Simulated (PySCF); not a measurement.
Consider `O=[Se]=O` (O2Se). Numbering: `[O:1]=[Se:2]=[O:3]`

Computed at ωB97X-D3(BJ)/ma-def2-TZVP // PBE0-D3(BJ)/ma-def2-SVP with PySCF (density fitting, grid level 2). Zero-point and thermal terms (298.15 K, 1 bar) come from unscaled PBE0-D3(BJ)/ma-def2-SVP harmonic frequencies, with soft modes damped to free rotors in the entropy.

(1) What are the vertical and the adiabatic ionisation energy for forming the radical cation?

(2) Where does the unpaired spin of the relaxed radical cation sit?

(3) What oxidation potential follows in acetonitrile (IEF-PCM), given that Fc+/Fc comes at 4.54 V absolute with this functional and basis?

(4) What are the vertical and the adiabatic electron affinity for forming the radical anion?

(5) Where does the unpaired spin of the relaxed radical anion sit?

(6) What reduction potential follows in acetonitrile (IEF-PCM), given that Fc+/Fc comes at 4.54 V absolute with this functional and basis?

(7) How far is −ε(HOMO) from the vertical value by ΔSCF?

## Answers

(1) 12.02 eV vertical and 11.71 eV adiabatic, the latter with zero-point energy.

(2) O1 (oxygen on the chalcogen) 1.04 (intrinsic atomic orbital populations). This structure is symmetry-broken (see the note below).

(3) In the gas phase ΔG of oxidation is 11.666 eV, and solvation is -30.9 kJ/mol for the parent and -300.1 kJ/mol for the product, so the absolute potential is 8.88 V, or 4.33 V against Fc+/Fc. Fc+/Fc in acetonitrile, 4.54 V, is ωB97X-D3(BJ)/ma-def2-TZVP on PBE0-D3(BJ)/def2-SVP structures with GFN2-xTB thermal terms. Benchmark calculations put it near 5.0 V in acetonitrile and DMSO, so it is about 0.5 V low, and the value against it can read up to that much too high. The solvent is electrostatics only, on gas-phase structures; the absolute scale refers to an electron at rest in vacuum.

(4) 1.92 eV vertical and 2.08 eV adiabatic, the latter with zero-point energy.

(5) Se2 (selenium) 0.52, O3 (oxygen on the chalcogen) 0.24, O1 (oxygen on the chalcogen) 0.24 (intrinsic atomic orbital populations).

(6) In the gas phase −ΔG of reduction is 2.107 eV, and solvation is -30.9 kJ/mol for the parent and -261.2 kJ/mol for the product, so the absolute potential is 4.49 V, or -0.05 V against Fc+/Fc. Fc+/Fc in acetonitrile, 4.54 V, is ωB97X-D3(BJ)/ma-def2-TZVP on PBE0-D3(BJ)/def2-SVP structures with GFN2-xTB thermal terms. Benchmark calculations put it near 5.0 V in acetonitrile and DMSO, so it is about 0.5 V low, and the value against it can read up to that much too high. The solvent is electrostatics only, on gas-phase structures; the absolute scale refers to an electron at rest in vacuum.

(7) −ε(HOMO) = 11.73 eV, which is 0.29 eV below the ΔSCF value.

Caveats: spin-orbit coupling is left out of the energies, which matters for open shells on the heavier atoms; atoms from Ga to Kr are treated without relativity; O1 and O3 are equivalent in the parent, but the relaxed radical cation is symmetry-broken (C2v to Cs), which is often an artefact of the method; its spin populations, distances and adiabatic value belong to that structure.

Differences come from unrounded values, so a last digit can differ from that of the printed terms.
